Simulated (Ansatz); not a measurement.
`[NH2][Ge][F]` + CH₄ → `[CH3][Ge][NH2]` + H–F  (formal exchange of groups at a Ge–F bond)

Gas-phase electronic energies from Ansatz, PBE0-D4/def2-TZVP geometries. CCSD(T)/CBS adds triple-zeta CCSD(T) − MP2 to the extrapolated MP2 energy (def2 sets, frozen cores). This one scheme is used for every species. DFT in def2-TZVPP. For Ge outer-core shells are correlated without core-valence functions, which leaves a few kJ/mol of doubt a bond. Scalar relativity is left out up to krypton. One conformer a species, not always the lowest.

| level | ΔE (kcal/mol) |
| --- | --- |
| r2SCAN0 | 34.7 |
| HF/def2-TZVPP | 37.7 |
| CCSD/def2-TZVPP | 32.5 |
| HF/def2-QZVPP | 38.0 |

What does CCSD(T)/CBS give? (An estimate is asked.)

The calculation gave: +31.9 kcal/mol. The listed levels differ from it by 2.8, 5.8, 0.6, 6.1 kcal/mol.

Largest T1 diagnostic among the species: 0.014.

From PBE to PBE0 (25 % exact exchange), in def2-TZVPP and without D4, ΔE moves by −1.2 kcal/mol. At CCSD(T), def2-SVP lies +3.7 kcal/mol from the extrapolated value and def2-TZVPP +0.1 kcal/mol. Leaving LDA and LC-ωPBE aside and taking each functional with its dispersion term where it has one, the values, not all of them listed here, spread over 5.0 kcal/mol, from PBE-QIDH to B97M-V. LDA lies −1.9 kcal/mol from PBE without D4.
